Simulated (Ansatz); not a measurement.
Geometry optimisation, RHF/def2-SVP in Ansatz 0.2.0.

Input:

```yaml
crystal:
  periodic: [false, false, false]
  atoms:
    - { symbol: Si, position_ang: [0.0, 0.0, 0.0] }
    - { symbol: O, position_ang: [0.0, 0.0, 1.68] }
    - { symbol: H, position_ang: [-0.9095, -0.2814, 2.0171] }
    - { symbol: H, position_ang: [1.3768, 0.0, -0.4862] }
    - { symbol: Cl, position_ang: [-1.0032, 1.7381, -0.7093] }
    - { symbol: Cl, position_ang: [-1.0032, -1.7381, -0.7093] }
basis:
  gaussian: { orbitals: def2-SVP }
hamiltonian:
  xc: hf
relax:
  f_tol: 0.02
  max_steps: 40
```

Run as:

```bash
$ ansatz run input.yaml --threads 1 --pin off --max-ram 2048MiB --backend cpu --events-out ev --progress --plain --runs-dir out
```

Where does it end, and by what steps?

It converged. After 6 steps the energy has fallen by 0.307 eV; H3 moved furthest, 0.19 Å.

| step | energy less start (eV) | largest force component (eV/Å) | accepted |
| --- | --- | --- | --- |
| 0 | 0.0000 | 3.084 | yes |
| 1 | -0.2419 | 0.915 | yes |
| 2 | -0.2778 | 0.611 | yes |
| 3 | -0.3029 | 0.341 | yes |
| 4 | -0.3054 | 0.117 | yes |
| 5 | -0.3067 | 0.042 | yes |
| 6 | -0.3069 | 0.005 | yes |

```xyz
6
Properties=species:S:1:pos:R:3
Si -0.023 -0.031 -0.007
O -0.047 -0.092 1.615
H -0.850 -0.130 2.113
H 1.363 0.004 -0.450
Cl -1.013 1.642 -0.679
Cl -0.969 -1.676 -0.800
```

Whether the end is a true minimum wasn't checked by a vibrational analysis.

The run took 8.8 s on 1 thread of Arm Neoverse V2 (shared host), peak memory 0.14 GiB.
